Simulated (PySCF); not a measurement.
**Computed structure and properties of Nd(SH)2**

System: Nd(SH)2 (singlet in the valence; each metal's 4f electrons, 4 of them, lie in its core potential, out of spins and levels); start: template (C2). Method: PySCF 2.14.0, RKS PBE0, Nd lcecp-0-SVP with ECP50, S def2-SVP, H def2-SVP; non-relativistic Hamiltonian with scalar-relativistic core potentials where named; density fitting; no spin-orbit coupling.

Input of the relaxation:

```python
mol = gto.M(atom='''
Nd     0.00000     0.00000    -0.36977
S      2.67290    -0.00000     0.82643
H      3.48710    -0.33650    -0.18497
S     -2.67290     0.00000     0.82643
H     -3.48710     0.33650    -0.18497''',
    basis={'Nd': 'lcecp-0-SVP', 'S': 'def2-SVP', 'H': 'def2-SVP'},
    ecp={'Nd': 'lcecp-0-SVP'},
    charge=0, spin=0)
mf = dft.RKS(mol, xc='PBE0')
mf.grids.atom_grid = (50, 194)  # f atoms: unpruned, at least (60, 302)
mf = mf.density_fit()  # fitting sets: Nd AutoAux, S def2-universal-JKFIT, H def2-universal-JKFIT
mf.conv_tol = 1e-08; mf.max_cycle = 55
mf.kernel(dm0)  # dm0: converged density of the start geometry
# quasi-Newton relaxation in Cartesian coordinates to a largest gradient under 0.00045 Eh/bohr, steps kept in the point group
```

Run from Python with OMP_NUM_THREADS=2; the lines above give its settings. Where DIIS fails, smearing, a level shift and second-order steps follow.
It took 21 s on 2 threads of Arm Neoverse V2, with other jobs on the host, from the converged density of the start.

Course of the relaxation:

| step | energy above end (eV) | largest force component within the symmetry (eV/Å) |
| --- | --- | --- |
| 0 | 0.1651 | 0.844 |
| 1 | 0.0932 | 0.422 |
| 2 | 0.0394 | 0.195 |
| 3 | 0.0304 | 0.174 |
| 4 | 0.0030 | 0.126 |
| 5 | 0.0013 | 0.059 |
| 6 | 0.0009 | 0.059 |
| 7 | 0.0007 | 0.024 |
| 8 | 0.0006 | 0.021 |
| 9 | 0.0002 | 0.039 |
| 10 | 0.0000 | 0.023 |
| 11 | 0.0000 | 0.004 |

Relaxed geometry (C2v):

```xyz
5

Nd    0.0000    0.0000   -0.4624
S     2.4148   -0.1441    0.9084
H     3.1621   -0.1971   -0.2206
S    -2.4148    0.1441    0.9084
H    -3.1621    0.1971   -0.2206
```

| contact | Å |
| --- | --- |
| Nd1–S2 (SH) | 2.780 |
| Nd1–S4 (SH) | 2.780 |

On the finer grid (75, 302):

```json
{"HOMO": "not given (4f levels lie in the core)", "LUMO": "not given (4f levels lie in the core)", "Dipole about the centre of mass": "8.55 D", "Set of Mulliken populations of Nd1 outside the core potential": "s 2.25, p 6.18, d 0.84, f 0.01", "D3(BJ) dispersion energy (not in the energies)": "-0.105 eV"}
```

| atom | Mulliken (e) | Löwdin (e) | spin (e) |
| --- | --- | --- | --- |
| Nd1 | 0.72 | 0.35 | 0.00 |
| S2 | -0.42 | -0.16 | 0.00 |
| H3 | 0.07 | -0.01 | 0.00 |
| S4 | -0.42 | -0.16 | 0.00 |
| H5 | 0.07 | -0.01 | 0.00 |

The 4f levels lie in the core potential and are missing. Their spin isn't counted.

On the grid (50, 194), as all that follows. Harmonic modes: a minimum within the noise of the softest modes; lowest 46 cm⁻¹ (negative: unstable), highest 2682 cm⁻¹, zero-point energy 0.421 eV.

Taking off one SH (charge -1, singlet; the rest: singlet) in vacuum, both parts rigid, costs 7.49 eV; the small basis without counterpoise inflates it. Most of it is the attraction of opposite charges; other ways to part are cheaper, and one spin state was tried for the rest.

Rigid scan of SH along the line from its metal:

| distance to S2 (Å) | energy (eV) |
| --- | --- |
| 2.48 | 0.440 |
| 2.58 | 0.174 |
| 2.68 | 0.039 |
| 2.78 | 0.000 |
| 2.88 | 0.031 |
| 2.98 | 0.112 |
| 3.18 | 0.365 |
| 3.48 | 0.848 |
| 3.88 | 1.505 |
| 4.38 | 2.214 |

One start shape was tried, so this needn't be the lowest isomer.

An lcecp potential fixes the number of 4f electrons, so in runs with it no electron can move into or out of that shell; real Nd(II) is rare or takes another configuration.
